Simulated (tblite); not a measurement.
A tight-binding relaxation on `C[C@H]([AsH2])C[O][GeH3]`.

Computed with GFN2-xTB geometry optimisation, gas phase (tblite 0.8.0). Start geometry: from a force field or distance geometry. A driver script takes a list of jobs; this job's settings line and coordinates (Å) are shown.

Command:
```bash
OMP_NUM_THREADS=1 python probes_run.py task.json out
```

Input:
```
{"job": {"kind": "relax", "xc": "GFN2-xTB", "basis": "xTB"}, "charge": 0, "multiplicity": 1}
C     -1.477000     1.182200    -0.419500
C     -1.017800    -0.264600    -0.542900
As    -2.069300    -1.375700     0.690500
C      0.424900    -0.358000    -0.018200
O      1.294300     0.421800    -0.704900
Ge     2.929400     0.209100     0.006600
H     -2.444700     1.254200    -0.937200
H     -1.502900     1.517500     0.641400
H     -0.784900     1.869800    -0.938900
H     -0.995100    -0.616800    -1.564700
H     -2.391700    -0.658100     2.034800
H     -3.335800    -2.008700     0.032500
H      0.428400    -0.211600     1.085700
H      0.698100    -1.449500    -0.178500
H      2.887800    -0.769900     1.224000
H      3.946600    -0.316300    -1.001600
H      3.402800     1.586600     0.580600
```

Output:
```
step      E/eV     max force
  0    -553.14410    3.825
  1    -553.57488    2.939
  2    -553.99485    1.441
  3    -554.17868    1.313
  4    -554.30165    1.055
  5    -554.39154    0.913
  6    -554.45467    0.879
  7    -554.49706    0.627
  8    -554.51887    0.372
  9    -554.53316    0.331
... (183 lines left out)
193    -554.87164    0.019
194    -554.87168    0.017
195    -554.87175    0.023
196    -554.87183    0.023
197    -554.87194    0.026
198    -554.87182    0.058
199    -554.87211    0.026
200    -554.87219    0.022
201    -554.87071    0.143
202    -554.87231    0.010
```

«max force» is the largest atomic force in eV/Å.

Question: From which step on does the largest force stay under 0.1 eV/Å, and how much energy is left to gain from there?

Answer: From step 202 (0.010 eV/Å), 0.0 meV above the end.

In short: energy lowered by 39.9 kcal/mol over 202 steps; largest atomic force 0.010 eV/Å at the end.

Question: Where do the atoms end?

Answer: 0.792 Å rms from the input after alignment:
```
atom  x, y, z in Å
C1    -1.0213    1.0136   -0.3564
C2    -0.9401   -0.5024   -0.4387
As3   -2.4383   -1.4199    0.5095
C4     0.3608   -1.0417    0.1445
O5     1.5006   -0.6138   -0.5650
Ge6    2.6779    0.5682   -0.0550
H7    -1.9704    1.3685   -0.7603
H8    -0.9402    1.3436    0.6810
H9    -0.2157    1.4736   -0.9310
H10   -0.9818   -0.8035   -1.4928
H11   -2.3020   -0.5927    1.7599
H12   -3.4806   -0.4522    0.0197
H13    0.4227   -0.7603    1.2064
H14    0.3456   -2.1419    0.0929
H15    3.2114    0.1919    1.3012
H16    3.6751    0.4286   -1.1485
H17    2.0893    1.9526    0.0226
```

On one thread, Intel Xeon at 2.50 GHz (x86_64), shared host with 64 logical CPUs at a one-minute load of 53, this took 12 s wall, 4.5 s CPU.
Labels such as C1 count atoms from 1, the log's own numbers from 0.
